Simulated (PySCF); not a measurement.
# Polarisability and C₆ of C²⁺ (carbon, charge +2)

[He] 2s2, closed-shell 1S. All numbers are calculated (PySCF 2.14, the non-relativistic Hamiltonian (point nucleus), in dyall-acv3z). Coupled (time-dependent) response in atomic units; α is the mean over directions.

| method | mean α (bohr³) | C₆ (like pair) | S(−4) |
| --- | --- | --- | --- |
| UHF | 4.509 | 7.110 | 23.22 |
| PBE | 4.218 | 6.491 | 20.09 |
| PBE0 | 4.277 | 6.616 | 20.68 |
| wB97X-V | 4.320 | 6.763 | 20.73 |
| PW91 | 4.237 | 6.521 | 20.36 |

S(−4) is the Cauchy moment in α(ω) = α(0) + S(−4) ω² + …

α(iu) at PW91:

```
u (hartree)  α(iu) (bohr³)
          0          4.237
     0.0500          4.187
      0.100          4.043
      0.200          3.562
      0.300          2.985
      0.500          2.007
      0.750          1.272
       1.00         0.8721
       1.50         0.4884
       2.00         0.3163
       3.00         0.1674
       5.00        0.07342
```

A single London oscillator, α(iu) = α/(1 + u²/ω²), gives C₆ = (3/4) ω α². Matching the computed C₆ needs ω = 4 × 6.521 / (3 × 4.237²) = 0.484 hartree.

For an ion, C₆ is the dispersion term alone; charge-induced terms of lower order in 1/R come first.
